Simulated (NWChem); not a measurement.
Basis-set convergence for C$_{2}$H$_{4}$OSi

```xyz
8

C     -1.2141     0.1194     0.0000
C     -0.6164    -1.0939     0.0000
Si     0.9351    -0.1059     0.0000
O     -0.2932     1.1342     0.0000
H     -2.2718     0.4148     0.0000
H     -1.0688    -2.0816     0.0000
H      1.7885    -0.0386    -1.2181
H      1.7885    -0.0386     1.2181
```
Charge 0, spin multiplicity 1.

Program: NWChem. Structure: optimised with PBE0/def2-SVP, a minimum by its harmonic frequencies. It is one conformer; others weren't searched.

Quantity: LUMO energy at the level PBE.

The Pople sets run with spherical d functions. The structure started from a generated list of species.

| basis | functions | LUMO energy (eV) |
|---|---|---|
| STO-3G | 28 | 2.90 |
| 6-31G* | 68 | … |
| def2-SVP | 80 | -0.93 |
| pcseg-1 | 80 | -1.16 |
| 6-311G** | 104 | -1.14 |
| def2-SVPD | 119 | -1.25 |
| 6-311++G** | 124 | … |
| aug-pcseg-1 | 132 | … |
| def2-TZVP | 154 | -1.24 |
| pcseg-2 | 180 | -1.31 |

### Question
What belongs in the gaps?

### Answer

- 6-31G*, LUMO energy (eV): -0.89
- 6-311++G**, LUMO energy (eV): -1.38
- aug-pcseg-1, LUMO energy (eV): -1.36
